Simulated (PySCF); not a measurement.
# A search over the determinants of BeBr

Unrestricted PBE0; PySCF, scalar-relativistic core potentials, basis sets Be cc-pVTZ, Br cc-pVTZ-PP with ECP10. Outer shells of the fragments: Be 2s2; Br 3d10 4s2 4p5.

Followed along the bond (rough minima from three points):

| 2Ms+1 | unpaired | ⟨S²⟩ at the start | R at minimum (Å) | Te (eV) |
| --- | --- | --- | --- | --- |
| 2 | σ ↑ | 0.75 | 1.96 | 0.00 |
| 4 | σ ↑, π ↑↑ | 3.75 | none in the scan | ≤ 5.58 |

Solutions found at the starting distance of 2.075 Å, counted from the lowest of them; the search is not exhaustive and high or unbound solutions are not listed, so other states can lie among these:

```json
{"2Ms+1": "2", "unpaired": "σ ↑", "term": "²Σ⁺", "E (eV)": "0.00", "⟨S²⟩": "0.75", "⟨Lz²⟩": "0.00", "μ (D)": "-1.24"}
{"2Ms+1": "2", "unpaired": "π ↑", "term": "²Π", "E (eV)": "3.05", "⟨S²⟩": "0.77", "⟨Lz²⟩": "1.00", "μ (D)": "-3.29"}
{"2Ms+1": "2", "unpaired": "π ↑", "term": "²Π", "E (eV)": "4.83", "⟨S²⟩": "0.75", "⟨Lz²⟩": "1.01", "μ (D)": "5.20"}
{"2Ms+1": "4", "unpaired": "σ ↑, π ↑↑", "term": "mixed", "E (eV)": "5.67", "⟨S²⟩": "3.75", "⟨Lz²⟩": "2.01", "μ (D)": "3.93"}
{"2Ms+1": "4", "unpaired": "σ ↑, π ↑↑", "term": "mixed", "E (eV)": "5.89", "⟨S²⟩": "3.75", "⟨Lz²⟩": "2.01", "μ (D)": "4.00"}
{"2Ms+1": "4", "unpaired": "σ ↑↑, π ↑", "term": "⁴Π", "E (eV)": "7.14", "⟨S²⟩": "3.76", "⟨Lz²⟩": "1.00", "μ (D)": "3.48"}
{"2Ms+1": "4", "unpaired": "σ ↑↑, π ↑", "term": "⁴Π", "E (eV)": "8.06", "⟨S²⟩": "3.75", "⟨Lz²⟩": "1.01", "μ (D)": "1.76"}
{"2Ms+1": "4", "unpaired": "σ ↑↑↑", "term": "⁴Σ⁺", "E (eV)": "9.63", "⟨S²⟩": "3.76", "⟨Lz²⟩": "0.00", "μ (D)": "1.85"}
```

A term symbol is given only where ⟨S²⟩ and ⟨Lz²⟩ are close to those of a pure state; real π, δ and φ orbitals otherwise mix terms. A positive dipole means Be(−)Br(+).

Spin–orbit coupling is left out. Counting both spins, an empty level lies below a filled one in some of these solutions, because spin and occupation are held.
